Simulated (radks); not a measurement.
The numbers below are computed, except where a source is named.
Q: Level of theory: non-relativistic Kohn-Sham, LDA (Slater exchange, Perdew-Wang correlation), spin-polarised, spherical densities, point nucleus; open shells are filled with parallel spins first (spin-orbit coupling, left out, can overturn this in heavy ions) (a radial shooting solver on a logarithmic mesh with Libxc functionals). Response by self-consistent Sternheimer equations with the Hartree and adiabatic LDA kernel. For heavy and open-shell atoms this level of theory can miss by tens of per cent. Rank Cr, Li2+, Rb3+, Sr+, N+ (NIST ground configurations) by static dipole polarisability, largest first.

A: Sr+ 87.65, Cr 68.31, Rb3+ 5.058, N+ 3.890, Li2+ 0.06142 bohr^3.
